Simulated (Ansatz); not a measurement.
`C[N](C)[AlH][Cl]` + NH₃ → `C[N](C)[AlH][NH2]` + HCl at 600 K and 1 bar (ligand exchange at the Al–Cl bond).

Program: Ansatz. Geometries: PBE0-D4/def2-TZVP. ΔE: electronic, gas phase. CCSD(T)/CBS adds triple-zeta CCSD(T) − MP2 to the extrapolated MP2 energy (def2 sets, frozen cores). This one scheme is used for every species. One conformer a species, not always the lowest.

```
            species  CCSD(T)/CBS energy (Eh)  H − E (kJ/mol)  S (J/(mol·K))
 `C[N](C)[AlH][Cl]`               -836.90351           303.8          451.1
                NH₃                -56.50880           112.4          219.5
`C[N](C)[AlH][NH2]`               -432.99850           374.0          470.9
                HCl               -460.38127            35.4          207.2
```

H − E and S are ideal-gas, rigid-rotor, harmonic terms from PBE0-D4/def2-TZVP, for one conformer and one mirror image of each species. 1 Eh = 2625.50 kJ/mol, R = 8.31446 J/(mol·K).

**Question.** By hand: ΔE, ΔH, ΔS and ΔG.

**Answer.** ΔE = (-432.99850) + (-460.38127) − (-836.90351) − (-56.50880) = 0.03254 Eh = 85.4 kJ/mol. Δ(H − E) = 374.0 + 35.4 − 303.8 − 112.4 = -6.8, so ΔH = 78.6 kJ/mol. ΔS = 470.9 + 207.2 − 451.1 − 219.5 = 7.5 J/(mol·K). ΔG = 78.6 − 600 × (7.5)/1000 = 74.1 kJ/mol.

**Question.** By hand: the equilibrium constant, and the temperature at which ΔG would vanish if ΔH and ΔS stayed fixed.

**Answer.** log₁₀ K = −ΔG/(RT ln 10) = -6.5. ΔG = 0 at ΔH/ΔS = 10480 K, far beyond where these terms or the molecules hold.

The number of gas molecules stays the same, so ΔS is small and ΔH decides. A doubt of 5 kJ/mol in ΔE shifts log₁₀ K by 0.4 here. Other conformers and mirror images would add mixing entropy, several J/(mol·K) or more a flexible species. These are equilibria of isolated gas molecules and say nothing of rates. Largest T1 diagnostic: 0.011 (customary marks: 0.02 for closed shells, 0.045 for open ones).
